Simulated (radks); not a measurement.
Results of a calculation; reference values are marked as such.
Problem. Ionisation of the caesium ion Cs3+, [Kr] 4d10 5s2 5p4, to Cs4+, [Kr] 4d10 5s2 5p3, under several functionals. Dirac Kohn-Sham, spin-unpolarised, spherical densities, point nucleus; open shells fill j = l - 1/2 first; a radial shooting solver on a logarithmic mesh with Libxc functionals. Known Delta-SCF values: exchange-only PBE 43.219 eV; XLYP 44.244 eV; HCTH/407 44.706 eV. What does BLYP give, and what is its highest occupied eigenvalue?

Solution. 44.227 eV by Delta-SCF; the 5p3/2 eigenvalue is -38.633 eV. NIST: 43 eV (theoretical).

Beside tabulated values, note that spin-unpolarised runs miss the spin-polarisation part of the exchange energy of open shells.
